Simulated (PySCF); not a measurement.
Mapped SMILES: `[CH2:1]=[CH:2]/[C:3]([F:4])=[C:5](/[F:6])[CH:7]=[CH2:8]`. Each H is labelled by its parent atom. Ha(C1) is cis to C3; Ha(C8) is cis to C5; Hb(C1) is trans to C3; Hb(C8) is trans to C5.

PySCF 2.14 calculation with structure optimised with PBE0-D3(BJ)/def2-SVP and GIAO B3LYP/pcSseg-1 shieldings; no solvent model, rapidly exchanging positions averaged, no relativistic terms, one computed conformer.

Referencing at the same level of theory: ¹³C (179.24 ppm), ¹H (31.38 ppm) against TMS; CFCl3 for ¹⁹F (171.94 ppm).

```csv
atoms,nucleus,count,δ (ppm)
C1/C8,¹³C,2,122.0
F4/F6,¹⁹F,2,?
C2/C7,¹³C,2,130.3
C3/C5,¹³C,2,154.5
Hb(C1)/Hb(C8),¹H,2,5.40
H(C2)/H(C7),¹H,2,?
Ha(C1)/Ha(C8),¹H,2,5.80
```

Task: Estimate the values marked ?.

Result: 
- H(C2)/H(C7): 6.29 ppm, hydrogen on an alkene CH; attached to an sp2 carbon and in the plane of the double bond
- F4/F6: -154.3 ppm, vinylic fluorine

Shifts are as computed. Against solution values, carbons near 30 ppm lie about +2 ppm off and those near 130 ppm about +6 ppm. Of 1211 compounds with measured shifts, 218 miss one by over three times the rms of a fit or turn the order of signals round; such compounds aren't used in these exercises. Unscaled 19F shifts against computed CFCl3 carry errors that often reach 10 to 50 ppm.
